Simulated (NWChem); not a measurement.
Species: C₃H₅Cl; SMILES C/C=C\Cl

```xyz
9

C     -0.7710     1.7525     0.0000
C      0.6004     1.1580     0.0000
C      0.9185    -0.1494     0.0000
Cl    -0.2531    -1.4413     0.0000
H     -1.5511     0.9680     0.0000
H     -0.9238     2.4007    -0.8893
H     -0.9238     2.4007     0.8893
H      1.4604     1.8510     0.0000
H      1.9563    -0.5136     0.0000
```
Atoms are numbered in this order, from 1.

Computed with NWChem. The geometry was optimised at PBE-D3(BJ)/def2-SVP. Vzz is the largest principal value of the second derivative of the potential at the nucleus (NWChem prints the opposite sign); η is the asymmetry. Non-relativistic.

| level | Vzz Cl4 (a.u.) | η Cl4 |
|---|---|---|
| CAM-B3LYP/def2-TZVP | 3.863 | 0.10 |
| CAM-B3LYP/def2-SVP | 3.497 | 0.08 |
| PBE0/def2-TZVP | (withheld) | 0.11 |
| PBE0/def2-SVP | 3.414 | 0.09 |

Problem. Fill in the missing entries.

Solution. 
- PBE0/def2-TZVP, Vzz Cl4 (a.u.): 3.765
